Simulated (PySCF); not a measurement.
Vertical excitations of a molecule C₂H₆Se₂ from TDA-B3LYP/def2-SVPD (PySCF 2.14.0), as energy in eV (oscillator strength): 3.55 (0.004), 3.88 (0.006), 5.23 (0.007), 5.36 (0.014), 5.45 (0.003), 5.96 (0.012), 6.07 (0.024), 6.21 (0.066), 6.54 (0.015), 6.61 (0.054). Lowest triplet (TDA): 2.94 eV. Geometry: B3LYP-D3(BJ)/def2-SVP. Other conformers were not sampled.

Question: Identify the compound among the candidates.
(A) C[Se]C[SeH]
(B) CC[Se][SeH]
(C) CC([SeH])[SeH]
(D) C[Se][Se]C

Answer: B, CC[Se][SeH]
